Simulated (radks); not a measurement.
The cadmium ion Cd2+, configuration [Kr] 4d9 5f1 (not the ground configuration).

Method: scalar-relativistic Kohn-Sham, PBE, spin-polarised, spherical densities, point nucleus; open shells are filled with parallel spins first (spin-orbit coupling, left out, can overturn this in heavy ions); computed with a radial shooting solver on a logarithmic mesh with Libxc functionals.

Energy parts (eV):
total: -152179.678
kinetic: 158360.027
electron-nucleus: -366530.263
Hartree: 60163.035
exchange-correlation: -4172.477

Orbitals (lengths in bohr, moments of r in powers of bohr; r(max) is where P^2 peaks):
orbital  occ.  eigenvalue (eV)   r(max)      <r>
1s down     1        -26558.09  0.01968  0.03040
1s up       1        -26558.09  0.01968  0.03040
2s up       1        -3970.397   0.1112   0.1317
2s down     1        -3970.180   0.1112   0.1317
2p up       3        -3565.831  0.08899   0.1149
2p down     3        -3565.666  0.08898   0.1149
3s up       1        -766.1258   0.3238   0.3583
3s down     1        -766.0200   0.3239   0.3583
3p up       3        -633.4345   0.3171   0.3571
3p down     3        -633.3128   0.3171   0.3570
3d up       5        -425.8501   0.2658   0.3347
3d down     5        -425.6578   0.2658   0.3346
4s up       1        -137.8592   0.7948   0.8760
4s down     1        -137.0397   0.7944   0.8756
4p up       3         -98.7010   0.8440   0.9524
4p down     3         -97.8584   0.8435   0.9522
4d up       5         -42.2695   0.9685    1.198
4d down     4         -41.4339   0.9681    1.200
5f up       1          -4.6108    9.998    9.151

The highest occupied level is 5f up at -4.611 eV. The density falls to 0.001 e/bohr^3 at r = 3.28 bohr. Spin moment in Bohr magnetons: 2.
